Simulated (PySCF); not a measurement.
Delta-SCF ions had no search for a lower state. 

Cartesian coordinates (Å):
SMILES: [GaH3]
```xyz
4

Ga     0.0000     0.0000     0.0000
H      1.5473    -0.2093    -0.0067
H     -0.9549    -1.2353     0.0041
H     -0.5923     1.4446     0.0027
```
Charge 0, multiplicity 1.

Q: Estimate the vertical ionisation energy (Delta-SCF), dipole moment and total energy that CAM-B3LYP-D3(BJ)/def2-TZVP (PySCF) returns for this input.

A: 
```
Item                                           Result
--------------------------------------  -------------
vertical ionisation energy (Delta-SCF)       11.33 eV
dipole moment                               0.000 e·Å
total energy                            -1926.7383 Ha
```
